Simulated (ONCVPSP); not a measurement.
Before and after: ONCV potential for Ce

```
Element                 : Ce
Generator               : ONCVPSP 4.0.1
Type                    : optimised norm-conserving Vanderbilt (ONCV)
Functional              : LDA (Perdew-Wang 92)
Relativity              : scalar-relativistic
Frozen core             : [Kr] 4d10 4f1
Valence charge          : 11
Reference configuration : 5s2 5p6 5d1 6s1.5 (charge +0.5)
Partial waves           : 5s+6s: rc 2.30 bohr, ncon 4, nbas 7, qcut 6.5 1/bohr, 3 projectors, debl 1.2 Ha; 5p: rc 2.70 bohr, ncon 4, nbas 8, qcut 4.7 1/bohr, 2 projectors, debl 0.4 Ha; 5d: rc 3.30 bohr, ncon 4, nbas 9, qcut 3.8 1/bohr, 3 projectors, debl 1.2 Ha
Local potential         : polynomial inside 2.00 bohr (lpopt 5, dvloc0 6 Ha)
Core correction         : Teter function, fcfact 4, rcfact 1.35
```

In the p channel the program set the typed energies aside and used -0.961, 0.250 Ha.

Change: all radii but the core radius scaled by about 1.17 (s 2.68, p 3.16, d 3.86 bohr); local potential polynomial inside 2.34 bohr (lpopt 5, dvloc0 6 Ha). In the p channel the program set the typed energies aside and used -0.961, 0.050 Ha.

Cutoffs: the cutoffs (Ha) at which the residual kinetic energy of the hardest occupied pseudo-wave falls to 1 and 0.1 mHa per electron; they do not see the model core or the augmentation charge, which bear on the density cutoff. Errors are all-electron minus pseudo energies relative to the spin-unpolarised reference configuration.

Predict the effect on cutoff, ghosts and configuration errors.

The potential gets softer (12 Ha and 15 Ha → 10.0 Ha and 12 Ha); the bound ghost in s disappears; of the 4 tests that both files solve, the error grows in 2 and shrinks in 0 by more than 15 % and 0.3 meV (median size 1.4 → 2.6 meV). A larger radius leaves more room for a smooth pseudo-wave, so fewer plane waves are needed.

```csv
quantity,base,changed
"cutoff, loose",12 Ha,10.0 Ha
"cutoff, tight",15 Ha,12 Ha
loose cutoff by channel,"s 12 Ha, p 5.2 Ha, d 5.3 Ha","s 10.0 Ha, p 5.8 Ha, d 4.8 Ha"
bound ghosts,s,none
GHOST(+) flags under 300 eV,none,s at 192.6 eV
"error for 5s2 5p6 5d1 6s2, meV [ΔE -2.52 eV]",+0.4,+0.4
"error for 5s2 5p6 5d1 6s1, meV [ΔE 3.74 eV]",-0.7,-0.9
"error for 5s2 5p6 5d1 6s0, meV [ΔE 15.08 eV]",-2.4,-4.8
"error for 5s2 5p6 5d2 6s1, meV [ΔE -1.60 eV]",-2.2,+4.4
"rms error of d²Exc/dni dnj with the model core, mHa",0.84,0.61
```

 A true bound ghost makes a file unfit for plane-wave use even where its test errors are small: the radial tests pick states by their node count and pass the ghost by.
